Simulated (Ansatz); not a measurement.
A run for Ansatz (a program for electronic structure): R-wB97X-V/def2-TZVPP on Cl2 (SMILES ClCl).

Ansatz 0.2 input:
```yaml
crystal:
  periodic: [false, false, false]
  atoms:
    - {symbol: Cl, position_ang: [0.00000000, -0.00000000, -1.00672264]}
    - {symbol: Cl, position_ang: [-0.00000000, 0.00000000, 1.00672264]}
basis:
  gaussian:
    orbitals: def2-TZVPP
hamiltonian:
  xc: {name: wB97X-V}
scf: {lower_state_search: off}
```

Problem. Predict the final total energy.

Solution. -920.2513 hartree.
